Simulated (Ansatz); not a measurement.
Start from `O[SiH2][CH2][SnH3]` and change one atom or group to get `[AlH2][SiH2][CH2][SnH3]`.

Ansatz, PBE0-D4/def2-TZVP geometries, multiplicity 1. Each molecule was computed in one conformer, which needn't be the lowest.

Elements past krypton have def2 core potentials.

```csv
property,`O[SiH2][CH2][SnH3]`
LUMO energy (PBE/def2-TZVPP) / eV,-0.80
HOMO energy (ωB97M-V/def2-TZVPP) / eV,-10.38
HOMO energy (PBE/def2-TZVPP) / eV,-6.99
HOMO–LUMO gap (PBE/def2-TZVPP) / eV,6.19
HOMO–LUMO gap (B3LYP/def2-TZVPP) / eV,7.80
size of the dipole moment (B3LYP/def2-TZVPP) / D,1.44
```

Problem. Give the same properties after the change, and the shifts. (An estimate is asked.)

Solution. Computed: 
```tsv
property	`[AlH2][SiH2][CH2][SnH3]`	shift
LUMO energy (PBE/def2-TZVPP) / eV	-2.07	-1.27
HOMO energy (ωB97M-V/def2-TZVPP) / eV	-8.96	1.42
HOMO energy (PBE/def2-TZVPP) / eV	-5.92	1.07
HOMO–LUMO gap (PBE/def2-TZVPP) / eV	3.85	-2.34
HOMO–LUMO gap (B3LYP/def2-TZVPP) / eV	5.32	-2.48
size of the dipole moment (B3LYP/def2-TZVPP) / D	2.86	1.42
```

With PBE0 the HOMO rises by 1.28 eV and the LUMO falls by 1.33 eV, so the gap narrows by about 2.61 eV. PBE moves the HOMO by 1.07 eV and ωB97M-V by 1.42 eV. Dipoles are sizes alone; their direction can turn.

B3LYP here is the variant with VWN-RPA as its local correlation; programs differ in this.
